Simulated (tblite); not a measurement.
Compound: C5H12FNSi.
Z-matrix (Å and degrees, GFN2-xTB geometry), rows numbered from 1:
```
C 
C   1  1.5278
N   2  1.4504  1  113.70
Si  3  1.7151  2  119.52  1   -78.19
F   4  1.6079  3  107.47  2  -161.81
C   3  1.4320  2  113.70  1    78.63
C   6  1.5025  3  118.49  2    71.81
C   6  1.4961  3  119.76  2   141.55
H   1  1.0871  2  110.64  3   -60.74
H   1  1.0873  2  109.99  3    59.38
H   1  1.0872  2  110.05  3   179.34
H   2  1.0946  1  109.38  3   121.19
H   2  1.0924  1  109.04  3  -120.53
H   4  1.4541  3  107.19  2   -47.17
H   4  1.4621  3  117.62  2    83.19
H   6  1.0891  3  114.90  2   -72.12
H   7  1.0798  6  118.56  8   108.93
H   7  1.0792  6  117.58  8  -107.10
H   8  1.0793  6  118.04  7  -109.14
H   8  1.0772  6  117.58  7   107.77
```

Level: GFN2-xTB in tblite, geometry and Hessian alike; calculated harmonic values, unscaled, isolated species. The method is semi-empirical: single wavenumbers can be off by several per cent or more. Modes of hydrogen on silicon can be 10 to 20 % off. One conformer, not necessarily the lowest.

Harmonic wavenumbers (cm⁻¹): 36.1, 65.4, 84.7, 147.9, 161.3, 196.1, 224.7, 303.9, 332.9, 425.7, 506.1, 543.2, 592.3, 659.8, 753.7, 793.1, 799.1, 819.4, 829.7, 859.2, 932.1, 975.0, 1005.9, 1035.5, 1069.2, 1079.8, 1084.6, 1099.3, 1113.3, 1154.7, 1183.3, 1223.6, 1267.8, 1312.4, 1338.9, 1362.3, 1400.5, 1426.7, 1473.2, 1479.9, 1494.1, 1500.6, 2252.8, 2331.0, 2940.4, 2945.1, 2962.7, 3037.1, 3039.1, 3043.1, 3083.2, 3090.3, 3102.0, 3130.5.

A = 1809, B = 1623, C = 942.1 MHz; mass 133.072 u (most abundant isotopes); point group C1, symmetry number 1.

What is the zero-point energy?

Half the sum of the wavenumbers: 35552 cm⁻¹ = 101.65 kcal/mol.

Give the ideal-gas entropy at 298.15 K and 1 bar in the rigid-rotor, harmonic-oscillator model (classical rotation).

Translation 40.60, rotation 29.14, vibration 30.64: S = 100.4 cal/(mol K).

And Cp and H(298.15 K) − H(0)?

Cp = 38.91 cal/(mol K), of which vibrations give 30.97 (their classical limit is 54 R = 107.3); H(298.15 K) − H(0) = 7.05 kcal/mol without the zero-point energy, 4.68 from vibrations.

Which modes carry the vibrational entropy at 298.15 K?

36.1 cm⁻¹: 5.46; 65.4 cm⁻¹: 4.29; 84.7 cm⁻¹: 3.78; 147.9 cm⁻¹: 2.70; 161.3 cm⁻¹: 2.53; 196.1 cm⁻¹: 2.17 cal/(mol K); the other 48 give 9.71 together.

Blend soft modes into free rotors: weight 1/[1 + (100 cm⁻¹/ν̃)⁴] for the oscillator and the rest for a rotor with moment μB/(μ + B), μ = h/(8π²ν), B = 10⁻⁴⁴ kg m². What vibrational entropy results?

27.68 cal/(mol K) in place of 30.64, which changes −T·S at 298.15 K by +0.88 kcal/mol.

What must be added to the electronic energy to get the Gibbs energy at 298.15 K and 1 bar?

ZPE + [H(298.15 K) − H(0)] − T·S = 101.65 + 7.05 − 29.93 = 78.77 kcal/mol.

Hindered rotation and anharmonicity are outside this model. Other conformers, if any are populated, would add a mixing term that is left out. The structure is chiral; the term R ln 2 for an equal mix with its mirror image is left out.
